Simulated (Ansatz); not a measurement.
Molecule: C6H11S, charge 0, multiplicity 2. It need not be the lowest isomer of its formula. 
Structure (B3LYP-D3(BJ)/def2-TZVP (Ansatz, a quantum-chemistry and plane-wave program) minimum search):
```
C
H 1 1.0895
C 1 1.4663 2 110.33
H 3 1.0826 1 118.08 2 -30.96
C 3 1.4904 4 118.61 1 167.01
H 5 1.0983 3 108.86 4 59.54
H 5 1.0991 6 104.77 3 118.34
C 5 1.5334 6 109.35 7 118.43
H 8 1.0914 5 109.97 6 -39.86
H 8 1.0946 9 106.48 5 119.42
C 8 1.5264 9 111.15 10 118.80
H 11 1.0919 8 111.03 9 -50.04
H 11 1.0947 12 106.70 8 -118.38
C 11 1.5328 12 109.33 13 -119.02
H 14 1.0897 11 109.44 12 -42.51
H 14 1.0921 15 106.41 11 -118.49
S 1 1.9090 2 99.22 3 -114.11
H 17 1.3426 1 95.94 2 175.51
```
Charge 0, spin multiplicity 2.

Total electronic energies in hartree. Correlated levels leave the core frozen unless marked. UHF or UKS for open shells. Spin-orbit coupling is left out. Non-relativistic. Basis-set limits of correlation are two-point, X^-3; Hartree-Fock from the larger set. The bracket is a focal-point correction in the basis named.

| level | program | energy (Eh) |
|---|---|---|
| RI-HF/cc-pV(Q+d)Z | Ansatz | -631.21324 |
| PBE-D4/def2-TZVPD | Ansatz + dftd4 | -633.01036 |
| revPBE-D3(BJ)/def2-TZVPD | Ansatz + dftd3 | -633.39166 |
| MP2/cc-pV(T+d)Z | Ansatz | -632.37356 |
| RI-MP2/cc-pV(T+d)Z | Ansatz | -632.37311 |
| CCSD/STO-3G | Ansatz | -624.41723 |
| CCSD/cc-pV(D+d)Z | Ansatz | -632.16418 |
| RI-MP2/CBS(cc-pV(T+d)Z,cc-pV(Q+d)Z)+[CCSD(T)-MP2]/cc-pV(D+d)Z | Ansatz | -632.6467 |
| RI-MP2/CBS(cc-pV(T+d)Z,cc-pV(Q+d)Z)+[CCSD(T)-MP2]/cc-pV(T+d)Z | Ansatz | -632.6529 |

Totals of different functionals don't rank their quality; only differences between species are comparable.
